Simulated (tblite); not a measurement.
C₆H₆BBr.
SMILES: `C1BC=CC(=CC=1)Br`

Computed values, GFN2-xTB/tblite, gas phase, harmonic and unscaled. Errors from tens to a few hundred cm⁻¹ against measured bands are possible. Modes of hydrogen on boron can be 10 to 20 % off.

Harmonic wavenumbers (cm⁻¹): 67.0, 146.7, 239.3, 251.2, 262.6, 396.5, 413.5, 465.6, 525.2, 639.7, 765.6, 792.4, 820.6, 825.8, 845.2, 898.4, 955.8, 959.5, 978.0, 981.6, 1128.1, 1245.5, 1262.1, 1296.8, 1359.0, 1403.4, 1434.2, 1460.8, 1571.9, 1587.0, 2609.8, 3008.5, 3015.3, 3025.2, 3030.8, 3052.6.

A = 3581, B = 779.3, C = 640.0 MHz; mass 167.975 u (most abundant isotopes); point group Cs, symmetry number 1.

Task: What is the zero-point energy?

Result: Half the sum of the wavenumbers: 21861 cm⁻¹ = 62.50 kcal/mol.

Task: Give the ideal-gas entropy at 350 K and 1 bar in the rigid-rotor, harmonic-oscillator model (classical rotation).

Result: Translation 42.09, rotation 30.06, vibration 21.44: S = 93.6 cal/(mol K).

Task: And Cp and H(350 K) − H(0)?

Result: Cp = 34.26 cal/(mol K), of which vibrations give 26.32 (their classical limit is 36 R = 71.5); H(350 K) − H(0) = 7.06 kcal/mol without the zero-point energy, 4.27 from vibrations.

Task: What must be added to the electronic energy to get the Gibbs energy at 350 K and 1 bar?

Result: ZPE + [H(350 K) − H(0)] − T·S = 62.50 + 7.06 − 32.75 = 36.81 kcal/mol.

Task: Blend soft modes into free rotors: weight 1/[1 + (100 cm⁻¹/ν̃)⁴] for the oscillator and the rest for a rotor with moment μB/(μ + B), μ = h/(8π²ν), B = 10⁻⁴⁴ kg m². What vibrational entropy results?

Result: 20.43 cal/(mol K) in place of 21.44, which changes −T·S at 350 K by +0.35 kcal/mol.

Task: Which modes carry the vibrational entropy at 350 K?

Result: 67.0 cm⁻¹: 4.56; 146.7 cm⁻¹: 3.02; 239.3 cm⁻¹: 2.10; 251.2 cm⁻¹: 2.01; 262.6 cm⁻¹: 1.93; 396.5 cm⁻¹: 1.22 cal/(mol K); the other 30 give 6.60 together.

Hindered rotation and anharmonicity are outside this model.
